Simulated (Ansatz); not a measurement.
`[OH][Ta]([OH])([F])([F])[F]`. Total charge 0; spin multiplicity 1. Correlated methods include outer-core shells of Ta, which these sets cover unevenly. Ta takes the def2 core potential.

```xyz
8

O    -1.4637   -0.7107   -0.4751
Ta   -0.1161    0.4576    0.1265
O     1.2696   -0.8067   -0.0374
F    -1.3611    1.8534    0.3536
F     0.7074    1.5329   -1.1651
F     0.1668    0.5368    1.9746
H    -1.3203   -1.6220   -0.7395
H     2.1174   -1.2414   -0.0376
```

Give the diagnostics of a CCSD(T)/def2-TZVPP run (frozen core, Ansatz). (An estimate is asked.)

Computed: T1 = 0.0180, largest single amplitude 0.051, largest double 0.031, (T) share of the correlation energy 3.7 %, 9 CCSD cycles. The RHF solution is stable towards an unrestricted one. T1 lies under the customary mark of 0.02 for closed shells.
